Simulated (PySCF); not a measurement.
Which level of theory gave which numbers?

C₃H₇ClSi₂.
Geometry (PBE0-D3(BJ)/def2-SVP, Å), atoms numbered from 1 in this order:
```
atom  x, y, z in Å
C1     3.1885   -0.1914   -0.0030
C2     1.8751   -0.7949    0.1053
C3     0.7717   -1.3077    0.1942
Si4   -0.9086   -1.9930    0.3094
Si5   -2.4610   -0.3877   -0.3854
Cl6   -1.0989   -3.6255   -0.9680
H7     3.9569   -0.8321    0.4569
H8     3.2128    0.7863    0.5031
H9     3.4608   -0.0329   -1.0582
H10   -1.1567   -2.4832    1.6949
H11   -2.3951    0.8081    0.5109
H12   -2.1301    0.0228   -1.7831
H13   -3.8442   -0.9523   -0.3486
```

The closed-shell ground state was solved 5 times with PySCF (density fitting, gas phase), always with PBE0, in these basis sets: 6-311+G(2d,p), STO-3G, cc-pVTZ, def2-SVP and pcSseg-0.

```csv
row,total energy (Eh),HOMO (eV),LUMO (eV),dipole (D)
P,-1157.2539,-7.59,-0.77,2.81
Q,-1157.2331,-7.62,-0.89,2.83
R,-1155.6840,-7.90,-0.90,3.47
S,-1156.7558,-7.56,-0.65,2.80
T,-1144.0871,-5.54,3.32,3.12
```

Question: Which basis belongs to which row?

Answer: P = cc-pVTZ, Q = 6-311+G(2d,p), R = pcSseg-0, S = def2-SVP, T = STO-3G. From the lowest total energy up: cc-pVTZ (290 functions) 0 eV; 6-311+G(2d,p) (228 functions) +0.57 eV; def2-SVP (131 functions) +13.55 eV; pcSseg-0 (80 functions) +42.72 eV; STO-3G (49 functions) +358.29 eV.
